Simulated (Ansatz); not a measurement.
Isolated molecules relaxed with PBE0-D4/def2-TZVP in Ansatz; ΔE leaves out vibrations. CCSD(T)/CBS adds triple-zeta CCSD(T) − MP2 to the extrapolated MP2 energy (def2 sets, frozen cores). This one scheme is used for every species. DFT in def2-TZVPP. B3LYP here is the variant with VWN-RPA as its local correlation; programs differ in this. For Br outer-core shells are correlated without core-valence functions, which leaves a few kJ/mol of doubt a bond. Scalar relativity is left out up to krypton. One conformer a species, not always the lowest.

Consider the ligand exchange at the Si–C bond: `C=C[SiH](F)[SiH2]F` + HBr → `F[SiH2][SiH](F)Br` + ethylene.

`C=C[SiH](F)[SiH2]F`:

Cartesian coordinates in Å:
```
C -0.770 -1.855 -1.191
C -0.548 -1.281 -0.011
Si 0.874 -0.139 0.291
F 1.794 -0.114 -1.029
Si 0.138 2.067 0.673
F -0.897 2.026 1.906
H -0.110 -1.690 -2.038
H -1.614 -2.517 -1.361
H -1.241 -1.477 0.806
H 1.710 -0.622 1.422
H -0.579 2.613 -0.508
H 1.243 2.991 1.041
```

HBr:

Z-matrix (Å, degrees):
```
Br
H 1 1.420
```

`F[SiH2][SiH](F)Br`:

Cartesian coordinates in Å:
```
F -0.442 -2.208 0.236
Si 0.221 -1.025 -0.619
Si -0.314 1.009 0.429
F 0.306 2.196 -0.444
Br 0.622 1.040 2.432
H 1.691 -1.217 -0.643
H -0.327 -1.086 -1.998
H -1.757 1.290 0.607
```

`C=C`:

Cartesian coordinates in Å:
```
C -0.143 0.598 -0.245
C 0.143 -0.598 0.245
H -0.618 1.362 0.361
H 0.085 0.862 -1.272
H 0.618 -1.362 -0.361
H -0.085 -0.862 1.272
```

Q: Is it downhill or uphill in electronic energy at CCSD(T)/CBS, and by how much? (Best estimate.)

A: The calculation gave: Downhill: ΔE = -94.5 kJ/mol.

Q: What do these levels give: r2SCAN-D4, PBE0-D4, B3LYP-D4, ωB97X-V, ωB97M-V, B2PLYP, PBE, B3LYP, HF/def2-QZVPP, MP2/def2-QZVPP, SCS-MP2/def2-QZVPP, MP2/CBS(def2)? (Estimate.)

A: The calculation gave: r2SCAN-D4 -93.1, PBE0-D4 -92.1, B3LYP-D4 -91.4, ωB97X-V -91.8, ωB97M-V -93.2, B2PLYP -93.6, PBE -91.5, B3LYP -93.5, HF/def2-QZVPP -100.6, MP2/def2-QZVPP -96.7, SCS-MP2/def2-QZVPP -95.3, MP2/CBS(def2) -99.1 kJ/mol.

Largest T1 diagnostic among the species: 0.012.

In def2-TZVPP, CCSD(T) changes the Hartree–Fock value by +11.7 kJ/mol (the triples alone add +1.1 kJ/mol) and MP2 by +7.2 kJ/mol.
